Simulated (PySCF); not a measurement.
How methods differ on the ionisation energy of Si²⁺

Si²⁺ [Ne] 3s2 (1S) → Si³⁺ [Ne] 3s1 (2S), as a difference of total energies. Computed with PySCF 2.14 in dyall-av3z, with scalar relativity by spin-free X2C-1e. Correlated levels: valence: [Ne] frozen; virtual orbitals above 40 to 60 times the deepest correlated orbital energy dropped. The calculations carry no spin-orbit coupling.

```tsv
method	ionisation energy (eV)
UHF	32.019
LDA	33.589
PBE	33.447
PBE0	33.309
r2SCAN	32.936
TPSSh	33.224
LC-wPBE	33.305
HSE06	33.317
MP2 (valence)	32.900
```

Task: Estimate what B2PLYP gives.

Result: 33.333 eV, closest to HSE06 among the rows shown.

Task: Estimate what SCS-MP2 (valence) gives.

Result: 33.077 eV, closest to r2SCAN among the rows shown.

Errors of the correlated levels include the incompleteness of this basis and the frozen core.

MP2 underrates the near-degeneracy of ns² with np² in the lower species.

For comparison: 33.493 eV (measured; NIST Atomic Spectra Database, ionization energies).
